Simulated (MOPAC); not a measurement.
MOPAC input (MNDO):

```
MNDO PRECISE GNORM=0.05 LET XYZ UHF MS=0.5 GEO-OK AUX(PRECISION=9) THREADS=1
C3HFNS

F    -1.96370700 1   -1.24484600 1    0.12168900 1
C    -0.84251700 1   -0.54383700 1    0.05207800 1
C    -0.73211400 1    0.80276100 1    0.06249200 1
S     0.89563300 1    1.30758100 1   -0.04550200 1
C     1.33972800 1   -0.36474300 1   -0.09943100 1
N     0.34015300 1   -1.20137800 1   -0.04023200 1
H     2.37158200 1   -0.67312000 1   -0.17638300 1
```

Output:

```
 *******************************************************************************
 **                                                                           **
 **                              MOPAC v23.2.5                                **
 **                                                                           **
 *******************************************************************************
 ** MOPAC's Digital Object Identifier: https://doi.org/10.5281/zenodo.6511958 **
 **                                                                           **
 ** Please cite the open-source release paper for use of this MOPAC version:  **
 ** J. E. Moussa and J. J. P. Stewart (2026)                                  **
 ** MOPAC: An open-source semiempirical molecular orbital program             **
 ** J. Open Source Softw., 11(119), 8025, https://doi.org/10.21105/joss.08025 **
 *******************************************************************************

                              MNDO CALCULATION RESULTS

 *******************************************************************************
 *  MNDO       - The MNDO Hamiltonian to be used
 *  GEO-OK     - OVERRIDE INTERATOMIC DISTANCE AND OTHER SAFETY CHECKS
 *  UHF        - UNRESTRICTED HARTREE-FOCK CALCULATION
 *  MS=        - IN MECI, MAGNETIC COMPONENT OF SPIN =  0.5
 *  LET        - OVERRIDE SOME SAFETY CHECKS
 *  PRECISE    - TIGHTER CRITERIA TO BE USED
 *  XYZ        - CARTESIAN COORDINATE SYSTEM TO BE USED
 *  GNORM      - EXIT WHEN GRADIENT NORM DROPS BELOW 0.050
 *  AUX        - OUTPUT AUXILIARY INFORMATION
 *******************************************************************************
MNDO PRECISE GNORM=0.05 LET XYZ UHF MS=0.5 GEO-OK AUX(PRECISION=9) THREADS=1
 C3HFNS

   ATOM   CHEMICAL          X               Y               Z
  NUMBER   SYMBOL      (ANGSTROMS)     (ANGSTROMS)     (ANGSTROMS)

     1       F         -1.96370700  *  -1.24484600  *   0.12168900  *
     2       C         -0.84251700  *  -0.54383700  *   0.05207800  *
     3       C         -0.73211400  *   0.80276100  *   0.06249200  *
     4       S          0.89563300  *   1.30758100  *  -0.04550200  *
     5       C          1.33972800  *  -0.36474300  *  -0.09943100  *
     6       N          0.34015300  *  -1.20137800  *  -0.04023200  *
     7       H          2.37158200  *  -0.67312000  *  -0.17638300  *

          CARTESIAN COORDINATES

    NO.       ATOM           X           Y           Z

     1         F         -1.9637     -1.2448      0.1217
     2         C         -0.8425     -0.5438      0.0521
     3         C         -0.7321      0.8028      0.0625
     4         S          0.8956      1.3076     -0.0455
     5         C          1.3397     -0.3647     -0.0994
     6         N          0.3402     -1.2014     -0.0402
     7         H          2.3716     -0.6731     -0.1764

  H: (MNDO): M.J.S. DEWAR, W. THIEL, J. AM. CHEM. SOC., 99, 4899, (1977)
  C: (MNDO): M.J.S. DEWAR, W. THIEL, J. AM. CHEM. SOC., 99, 4899, (1977)
  N: (MNDO): M.J.S. DEWAR, W. THIEL, J. AM. CHEM. SOC., 99, 4899, (1977)
  F: (MNDO): M.J.S. DEWAR, H.S. RZEPA, J. AM. CHEM. SOC., 100, 777, (1978)
  S: (MNDO): M.J.S.DEWAR, C.H. REYNOLDS, J. COMP. CHEM. 7, 140-143 (1986)

           Empirical Formula: C3 H N F S  =     7 atoms

      MOLECULAR POINT GROUP   :   Cs

          UHF CALCULATION, NO. OF ALPHA ELECTRONS =   16
                           NO. OF BETA  ELECTRONS =   15

          Geometry optimization using EF

          DIAGONAL MATRIX USED AS START HESSIAN

 CYCLE:     1  GRAD.:   263.237 HEAT:  82.93166
 CYCLE:     2  GRAD.:   470.747 HEAT:  89.93809
 CYCLE:     3  GRAD.:   307.238 HEAT:  96.52995
 CYCLE:     4  GRAD.:   238.051 HEAT:  80.06065
 CYCLE:     5  GRAD.:   308.494 HEAT:  89.87534
 CYCLE:     6  GRAD.:   461.039 HEAT:  91.97998
 CYCLE:     7  GRAD.:   220.195 HEAT:  78.85544
 CYCLE:     8  GRAD.:   226.956 HEAT:  75.30322
 CYCLE:     9  GRAD.:   294.227 HEAT:  67.81845
 CYCLE:    10  GRAD.:   368.723 HEAT:  76.29929
 CYCLE:    11  GRAD.:   141.998 HEAT:  54.38616
 CYCLE:    12  GRAD.:   411.202 HEAT:  82.87861
 CYCLE:    13  GRAD.:   282.595 HEAT:  66.82713
 CYCLE:    14  GRAD.:   319.079 HEAT:  72.51840
 CYCLE:    15  GRAD.:   119.013 HEAT:  55.07206
 CYCLE:    16  GRAD.:   365.642 HEAT:  73.15547
 CYCLE:    17  GRAD.:    27.683 HEAT:  49.28680
 CYCLE:    18  GRAD.:    19.407 HEAT:  49.20838
 CYCLE:    19  GRAD.:     4.239 HEAT:  48.92703
 CYCLE:    20  GRAD.:     3.744 HEAT:  48.92324
 CYCLE:    21  GRAD.:     0.203 HEAT:  48.91509
 CYCLE:    22  GRAD.:     0.181 HEAT:  48.91507
 CYCLE:    23  GRAD.:     0.080 HEAT:  48.91502
 CYCLE:    24  GRAD.:     0.058 HEAT:  48.91501
 CYCLE:    25  GRAD.:     0.026 HEAT:  48.91501

     GRADIENT =  0.02596 IS LESS THAN CUTOFF =  0.05000

 -------------------------------------------------------------------------------
 MNDO PRECISE GNORM=0.05 LET XYZ UHF MS=0.5 GEO-OK AUX(PRECISION=9) THREADS=1
 C3HFNS

     GEOMETRY OPTIMISED USING EIGENVECTOR FOLLOWING (EF).
     SCF FIELD WAS ACHIEVED

                              MNDO CALCULATION
                                                       MOPAC v23.2.5 Linux

          FINAL HEAT OF FORMATION =         48.91501 KCAL/MOL =     204.66039 KJ/MOL

          COSMO AREA              =        115.54 SQUARE ANGSTROMS
          COSMO VOLUME            =        104.10 CUBIC ANGSTROMS

          GRADIENT NORM           =          0.02596          =       0.00981 PER ATOM
          IONIZATION POTENTIAL    =         10.342261 EV
          ALPHA SOMO LUMO (EV)    =        -10.394 -0.860
          BETA  SOMO LUMO (EV)    =        -10.342 -1.082
          NO. OF ALPHA ELECTRONS  =         16
          NO. OF BETA  ELECTRONS  =         15
          MOLECULAR WEIGHT        =        102.1060         POINT GROUP:  Cs

          MOLECULAR DIMENSIONS (Angstroms)

            Atom       Atom       Distance
            H     7    F     1     4.41805
            N     6    S     4     2.44482
            F     1    C     3     0.00012

          SCF CALCULATIONS        =         26

   ATOM   CHEMICAL          X               Y               Z
  NUMBER   SYMBOL      (ANGSTROMS)     (ANGSTROMS)     (ANGSTROMS)

     1       F         -1.98725759  *  -1.24394323  *   0.12146920  *
     2       C         -0.88463150  *  -0.55455332  *   0.05378278  *
     3       C         -0.66905690  *   0.81608665  *   0.05304292  *
     4       S          0.89331760  *   1.30682887  *  -0.04760589  *
     5       C          1.33812453  *  -0.33968384  *  -0.09431101  *
     6       N          0.35098836  *  -1.23582122  *  -0.03666666  *
     7       H          2.37973503  *  -0.63991196  *  -0.16779465  *

                             CARTESIAN COORDINATES

   1    F       -1.987257589    -1.243943227     0.121469196
   2    C       -0.884631504    -0.554553324     0.053782777
   3    C       -0.669056901     0.816086653     0.053042920
   4    S        0.893317598     1.306828868    -0.047605895
   5    C        1.338124531    -0.339683845    -0.094311007
   6    N        0.350988364    -1.235821218    -0.036666661
   7    H        2.379735025    -0.639911959    -0.167794645

           Empirical Formula: C3 H N F S  =     7 atoms

      MOLECULAR POINT GROUP   :   Cs

          ALPHA EIGENVALUES
 -47.91182 -40.60191 -31.42886 -27.76741 -21.62839 -21.05797 -18.47080 -17.27588
 -16.91266 -15.83242 -14.45073 -14.21364 -12.85117 -12.11883 -11.99855 -10.39421
  -0.85989   0.79495   0.82993   1.04976   2.93200   3.56114   3.77727   5.22214
   5.87338

           BETA EIGENVALUES
 -48.15530 -40.33631 -30.18421 -27.86284 -21.57787 -20.67422 -18.20782 -17.70256
 -16.59326 -15.74886 -14.38037 -14.03604 -12.05132 -11.15612 -10.34226  -1.08217
  -0.35882   0.71794   1.02246   1.71512   2.80415   3.70000   3.98836   5.06927
   5.74952

              NET ATOMIC CHARGES AND DIPOLE CONTRIBUTIONS

  ATOM NO.   TYPE          CHARGE      No. of ELECS.   s-Pop       p-Pop
    1          F          -0.116993        7.1170     1.86872     5.24827
    2          C           0.173843        3.8262     1.16958     2.65657
    3          C          -0.248238        4.2482     1.35908     2.88916
    4          S           0.375270        5.6247     1.82280     3.80193
    5          C          -0.146461        4.1465     1.29326     2.85320
    6          N          -0.169788        5.1698     1.74568     3.42410
    7          H           0.132367        0.8676     0.86763
 DIPOLE           X         Y         Z       TOTAL
 POINT-CHG.     3.071     2.458    -0.183     3.938
 HYBRID        -0.995    -0.658     0.061     1.194
 SUM            2.077     1.800    -0.122     2.751

          ATOMIC ORBITAL ELECTRON POPULATIONS

     Atom    s        px        py        pz
    1  F   1.86872   1.52605   1.79716   1.92507
    2  C   1.16958   0.79250   0.82519   1.03888
    3  C   1.35908   0.90170   0.88287   1.10459
    4  S   1.82280   0.93351   1.08230   1.78612
    5  C   1.29326   0.97554   0.89558   0.98208
    6  N   1.74568   0.97702   1.29222   1.15486
    7  H   0.86763

                    (SZ)    =    0.500000
                    (S**2)  =    1.239035

          ATOMIC ORBITAL SPIN POPULATIONS

    Atom   Total    s     px     py     pz
         Atomic
    1  F -0.0412 -0.002  0.012 -0.001 -0.050
    2  C -0.5587 -0.036 -0.029 -0.036 -0.457
    3  C  1.6075  0.193  0.455  0.385  0.575
    4  S  0.0074  0.008 -0.038  0.012  0.025
    5  C -0.3872 -0.015 -0.018 -0.000 -0.354
    6  N  0.3511  0.005  0.045  0.037  0.263
    7  H  0.0210  0.021

 **********************
 *                    *
 * JOB ENDED NORMALLY *
 *                    *
 **********************

 == MOPAC DONE ==
```

The geometry given is a B3LYP-D3(BJ)/def2-TZVP minimum.

The determinant is spin-contaminated: <S^2> is 1.24 against 0.75 for a pure state.
